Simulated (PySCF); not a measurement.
How methods differ on the excitation energy of Mn⁺

Mn⁺ [Ar] 3d5 4s1 (7S) → Mn⁺ [Ar] 3d4 4s1 5s1 (7D), as a difference of total energies. Calculation: PySCF 2.14, in x2c-TZVPPall with one added diffuse shell each of s, p, d, f type (7s6p5d3f1g, 80 functions); scalar relativity by spin-free X2C-1e. Correlated levels: valence: [Ar] frozen; valence and next inner shell: [Ne] frozen. The calculations carry no spin-orbit coupling.

```csv
method,excitation energy (eV)
UHF,15.538
LDA,17.153
PBE,16.755
PBE0,16.637
r2SCAN,16.949
B2PLYP,16.460
r2SCANh,16.881
PW91,16.815
MP2 (valence),16.329
SCS-MP2 (valence),15.801
MP2 (valence and next inner shell),16.795
SCS-MP2 (valence and next inner shell),16.294
```

Task: How much does correlation contribute at MP2 (valence and next inner shell)?

Result: 16.795 − (15.538) = 1.257 eV, measured against UHF.

A first-order spin-orbit estimate (lowest level to lowest level, LS coupling) adds -0.061 eV.

The upper state lies above the first ionisation limit, where it may autoionise and the basis confines it. A Rydberg-like electron needs more diffuse functions than a valence basis has.

The promoted electron is Rydberg-like, and one or two diffuse shells describe it only roughly, which tends to raise the upper state.
